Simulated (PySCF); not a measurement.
C2H6INSe (SMILES CN(C)[Se]I), singlet, at a GFN2-xTB geometry (all electrons, no relativity); CASCI(4,5)+NEVPT2/STO-3G in PySCF.

The PySCF input:
```python
from pyscf import gto, scf, mcscf, mrpt
import numpy

mol = gto.M(
    atom='''
Se    0.707468   -0.897954    0.016632
I     0.131769    1.516297    0.343737
N    -0.910550   -1.504996   -0.559761
C    -1.650137   -2.364157    0.339683
C    -1.008822   -1.901262   -1.948091
H    -2.708942   -2.310398    0.078349
H    -1.333149   -3.412367    0.284457
H    -1.527234   -2.006592    1.361507
H    -0.657778   -2.924890   -2.124805
H    -2.055309   -1.838612   -2.253366
H    -0.427683   -1.212946   -2.560938
''',
    basis='sto-3g',
    charge=0,
    spin=0,
    verbose=4,
)

mf = scf.RHF(mol)
mf.kernel()
mc = mcscf.CASCI(mf, 5, 4)
mc.fix_spin_(ss=0.0)
mc.kernel()
occ = numpy.linalg.eigvalsh(mc.fcisolver.make_rdm1(mc.ci, mc.ncas, mc.nelecas))[::-1]
ss = mc.fcisolver.spin_square(mc.ci, mc.ncas, mc.nelecas)[0]
print('natural occupations', occ.round(4), ' <S^2>', round(ss, 4))
e2 = mrpt.NEVPT(mc).kernel()
print('E(NEVPT2) = %.10f' % (mc.e_tot + e2))
```

The log (banner, timings and long lists left out):

```
PySCF version 2.14.0

[INPUT] verbose = 4
[INPUT] num. atoms = 11
[INPUT] num. electrons = 112
[INPUT] charge = 0
[INPUT] spin (= nelec alpha-beta = 2S) = 0
[INPUT] symmetry False subgroup None
[INPUT] Mole.unit = angstrom
[INPUT] Symbol           X                Y                Z      unit          X                Y                Z       unit  Magmom
[INPUT]  1 Se     0.707468000000  -0.897954000000   0.016632000000 AA    1.336920761894  -1.696887132458   0.031429924904 Bohr   0.0
[INPUT]  2 I      0.131769000000   1.516297000000   0.343737000000 AA    0.249007321708   2.865386053500   0.649568788880 Bohr   0.0
[INPUT]  3 N     -0.910550000000  -1.504996000000  -0.559761000000 AA   -1.720690122723  -2.844030258566  -1.057794985213 Bohr   0.0
[INPUT]  4 C     -1.650137000000  -2.364157000000   0.339683000000 AA   -3.118306998011  -4.467609245473   0.641907839171 Bohr   0.0
[INPUT]  5 C     -1.008822000000  -1.901262000000  -1.948091000000 AA   -1.906397288436  -3.592864471043  -3.681358455730 Bohr   0.0
[INPUT]  6 H     -2.708942000000  -2.310398000000   0.078349000000 AA   -5.119158467332  -4.366019458743   0.148058152134 Bohr   0.0
[INPUT]  7 H     -1.333149000000  -3.412367000000   0.284457000000 AA   -2.519286493238  -6.448439066504   0.537545824215 Bohr   0.0
[INPUT]  8 H     -1.527234000000  -2.006592000000   1.361507000000 AA   -2.886053988124  -3.791909323743   2.572875346678 Bohr   0.0
[INPUT]  9 H     -0.657778000000  -2.924890000000  -2.124805000000 AA   -1.243020270764  -5.527241044479  -4.015299518106 Bohr   0.0
[INPUT] 10 H     -2.055309000000  -1.838612000000  -2.253366000000 AA   -3.883971111354  -3.474473129339  -4.258244598407 Bohr   0.0
[INPUT] 11 H     -0.427683000000  -1.212946000000  -2.560938000000 AA   -0.808203738132  -2.292135743887  -4.839471441991 Bohr   0.0

nuclear repulsion = 811.827174168535
number of shells = 34
number of NR pGTOs = 198
number of NR cGTOs = 66
basis = sto-3g
ecp = {}

******** <class 'pyscf.scf.hf.RHF'> ********
method = RHF
initial guess = minao
damping factor = 0
level_shift factor = 0
DIIS = <class 'pyscf.scf.diis.CDIIS'>
diis_start_cycle = 1
diis_space = 8
diis_damp = 0
SCF conv_tol = 1e-09
SCF conv_tol_grad = None
SCF max_cycles = 50
direct_scf = True
direct_scf_tol = 1e-13
Set gradient conv threshold to 3.16228e-05
Initial guess from minao.
init E= -9331.31219610212
  HOMO = -0.47189380447145  LUMO = -0.37399224249547  gap/eV = 2.66404
cycle= 1 E= -9355.86383995316  delta_E= -24.6  |g|= 0.808  |ddm|= 4.33
  HOMO = -0.0943008765551104  LUMO = 0.223807957809915  gap/eV = 8.65618
cycle= 2 E= -9356.18805150833  delta_E= -0.324  |g|= 0.564  |ddm|= 2.75
  HOMO = -0.190180132745251  LUMO = 0.207728270271712  gap/eV = 10.82764
cycle= 3 E= -9356.29166468165  delta_E= -0.104  |g|= 0.113  |ddm|= 0.75
  HOMO = -0.247104874790196  LUMO = 0.189596896757843  gap/eV = 11.88326
cycle= 4 E= -9356.30174439523  delta_E= -0.0101  |g|= 0.0308  |ddm|= 0.354
  HOMO = -0.247635054626548  LUMO = 0.190620511928146  gap/eV = 11.92554
cycle= 5 E= -9356.30290784455  delta_E= -0.00116  |g|= 0.00865  |ddm|= 0.142
  HOMO = -0.246148391521072  LUMO = 0.190989543093157  gap/eV = 11.89513
cycle= 6 E= -9356.30299240589  delta_E= -8.46e-05  |g|= 0.00165  |ddm|= 0.0422
  HOMO = -0.246239874862817  LUMO = 0.191016889285396  gap/eV = 11.89836
cycle= 7 E= -9356.30299501939  delta_E= -2.61e-06  |g|= 0.00046  |ddm|= 0.00618
  HOMO = -0.246269398345386  LUMO = 0.191113098867043  gap/eV = 11.90178
cycle= 8 E= -9356.30299518429  delta_E= -1.65e-07  |g|= 9.46e-05  |ddm|= 0.00167
  HOMO = -0.246252359286348  LUMO = 0.191106679843104  gap/eV = 11.90115
cycle= 9 E= -9356.30299519157  delta_E= -7.27e-09  |g|= 2.56e-05  |ddm|= 0.000341
  HOMO = -0.246256598262194  LUMO = 0.191105209134995  gap/eV = 11.90122
cycle= 10 E= -9356.30299519236  delta_E= -7.93e-10  |g|= 5.05e-06  |ddm|= 0.000131
  HOMO = -0.246256940430675  LUMO = 0.191104298448364  gap/eV = 11.90121
Extra cycle  E= -9356.30299519245  delta_E= -8.73e-11  |g|= 2.5e-06  |ddm|= 1.49e-05
converged SCF energy = -9356.30299519245

******** <class 'pyscf.mcscf.casci.CASCI'> ********
CAS (2e+2e, 5o), ncore = 54, nvir = 7
natorb = False
canonicalization = True
sorting_mo_energy = False
******** <class 'pyscf.fci.addons.SpinPenaltyFCISolver'> ********
max. cycles = 200
conv_tol = 1e-08
davidson only = True
linear dependence = 1e-12
level shift = 0.001
max iter space = 12
nroots = 1
pspace_size = 400
spin = None
Density matrix diagonal elements [1.98998100e+00 1.99454291e+00 1.25548517e-02 2.82855976e-03
 9.26710121e-05]
CASCI converged
CASCI E = -9356.30757035945  E(CI) = -2.63671579623042  S^2 = 0.0000000
natural occupations [1.9945e+00 1.9900e+00 1.2700e-02 2.7000e-03 1.0000e-04]  <S^2> 0.0

******** <class 'pyscf.mrpt.nevpt2.NEVPT'> ********
NEVPT2 (2e+2e, 5o), ncore = 54, nvir = 7
root = 0
Natural occ [1.99454291e+00 1.99002054e+00 1.27043528e-02 2.65476035e-03
 7.74286674e-05]
Natural orbital (expansion on meta-Lowdin AOs) in CAS space
               #1        #2        #3        #4        #5
0 Se 1s         -0.00000   0.00018  -0.00012   0.00023  -0.00004
0 Se 2s          0.00000  -0.00120   0.00165  -0.00248   0.00051
0 Se 3s          0.00000   0.00099  -0.00301   0.00373  -0.00083
0 Se 4s          0.00000  -0.17979   0.12662  -0.23348   0.05111
0 Se 2px         0.00029  -0.00054  -0.00020   0.00121  -0.00020
0 Se 2py         0.00021   0.00029   0.00135   0.00027  -0.00006
0 Se 2pz        -0.00105  -0.00009   0.00022   0.00039  -0.00007
0 Se 3px        -0.00279   0.00542   0.00259  -0.01503   0.00263
0 Se 3py        -0.00202  -0.00198  -0.01731  -0.00308   0.00084
0 Se 3pz         0.00997   0.00112  -0.00278  -0.00484   0.00091
0 Se 4px         0.17401  -0.31288  -0.09598   0.61884  -0.10462
0 Se 4py         0.12560   0.18915   0.69500   0.14755  -0.03243
0 Se 4pz        -0.62073  -0.04944   0.11372   0.20333  -0.03589
0 Se 3dxy        0.00052  -0.00682  -0.00926  -0.01443   0.00174
0 Se 3dyz       -0.00282  -0.00480   0.00245  -0.00641   0.00056
0 Se 3dz^2      -0.00032   0.00380  -0.00676   0.01210  -0.00164
0 Se 3dxz        0.00145  -0.00191  -0.00239  -0.01438   0.00227
0 Se 3dx2-y2    -0.00097   0.00620  -0.01338  -0.01461   0.00325
1 I 1s           0.00000  -0.00007  -0.00017   0.00004  -0.00000
1 I 2s          -0.00000   0.00022   0.00112  -0.00025   0.00003
1 I 3s           0.00000  -0.00050  -0.00337   0.00075  -0.00009
1 I 4s          -0.00000   0.00194   0.00156  -0.00033   0.00001
1 I 5s           0.00000  -0.05391  -0.17155   0.03338  -0.00373
1 I 2px          0.00031  -0.00093   0.00016   0.00003  -0.00000
1 I 2py          0.00023   0.00050  -0.00066   0.00014  -0.00001
1 I 2pz         -0.00112  -0.00016  -0.00009   0.00004  -0.00000
1 I 3px         -0.00072   0.00189  -0.00093  -0.00036   0.00005
1 I 3py         -0.00052  -0.00097   0.00356  -0.00085   0.00009
1 I 3pz          0.00256   0.00033   0.00046  -0.00028   0.00003
1 I 4px          0.00311  -0.00904   0.00243   0.00060  -0.00008
1 I 4py          0.00224   0.00539  -0.00959   0.00209  -0.00016
1 I 4pz         -0.01108  -0.00144  -0.00126   0.00059  -0.00005
1 I 5px         -0.19682   0.55486  -0.15796  -0.04855   0.00649
1 I 5py         -0.14206  -0.28068   0.61962  -0.13378   0.01114
1 I 5pz          0.70212   0.09875   0.08109  -0.04068   0.00408
1 I 3dxy        -0.00003   0.00002  -0.00033  -0.00008   0.00001
1 I 3dyz         0.00012   0.00003   0.00017  -0.00009   0.00001
1 I 3dz^2        0.00003  -0.00002  -0.00038   0.00007  -0.00001
1 I 3dxz        -0.00004  -0.00000  -0.00004   0.00000  -0.00000
1 I 3dx2-y2      0.00003  -0.00007  -0.00061   0.00020  -0.00003
1 I 4dxy         0.00070  -0.00042   0.00748   0.00184  -0.00029
1 I 4dyz        -0.00291  -0.00063  -0.00395   0.00211  -0.00030
1 I 4dz^2       -0.00070   0.00054   0.00885  -0.00162   0.00020
1 I 4dxz         0.00082   0.00004   0.00100  -0.00002   0.00001
1 I 4dx2-y2     -0.00080   0.00148   0.01402  -0.00463   0.00065
2 N 1s           0.00000  -0.00043  -0.00047  -0.00572  -0.00383
2 N 2s           0.00000  -0.07519   0.00672   0.42324   0.29411
2 N 2px         -0.01306   0.41396   0.12718   0.40794  -0.21776
2 N 2py         -0.00943  -0.42035  -0.11121   0.06458  -0.25288
2 N 2pz          0.04660   0.03099   0.01315   0.12742  -0.11221
3 C 1s          -0.00059  -0.00024  -0.00026   0.00072   0.00103
3 C 2s           0.03292   0.00567   0.01211  -0.05530  -0.08053
3 C 2px          0.04881  -0.05471   0.01004  -0.07879  -0.36480
3 C 2py          0.04490   0.05236  -0.00778  -0.10820  -0.33538
3 C 2pz         -0.01806  -0.00340  -0.00916   0.15498   0.02191
4 C 1s           0.00059  -0.00024  -0.00026   0.00072   0.00103
4 C 2s          -0.03292   0.00567   0.01211  -0.05530  -0.08053
4 C 2px         -0.02837  -0.05404   0.00483   0.02085  -0.26864
4 C 2py         -0.03014   0.05284  -0.01154  -0.03629  -0.26597
4 C 2pz         -0.05488  -0.00579   0.00942  -0.20046  -0.32114
5 H 1s          -0.03420   0.11396   0.01333   0.07139  -0.26568
6 H 1s          -0.00484  -0.13965  -0.03680  -0.02047  -0.13509
7 H 1s           0.00375   0.01939   0.00934  -0.06424   0.21293
8 H 1s           0.00484  -0.13965  -0.03680  -0.02047  -0.13509
9 H 1s           0.03420   0.11396   0.01333   0.07139  -0.26568
10 H 1s         -0.00375   0.01939   0.00934  -0.06424   0.21294
<CAS-nat-orb|mo-hf>  55     56       1.00000000
<CAS-nat-orb|mo-hf>  56     55       0.99999003
<CAS-nat-orb|mo-hf>  57     57       0.99132296
<CAS-nat-orb|mo-hf>  58     58       0.98869525
<CAS-nat-orb|mo-hf>  59     59       0.99732971
Sr    (-1)',   E = -0.00022820736427
Si    (+1)',   E = -0.00884164756255
Sijrs (0)  ,   E = -0.09106883684690
Sijr  (+1) ,   E = -0.03988892617989
Srsi  (-1) ,   E = -0.00413769357023
Srs   (-2) ,   E = -0.00016395116027
Sij   (+2) ,   E = -0.02107106065598
Sir   (0)' ,   E = -0.00515770586783
Nevpt2 Energy = -0.170558029207922
E(NEVPT2) = -9356.4781283887
```
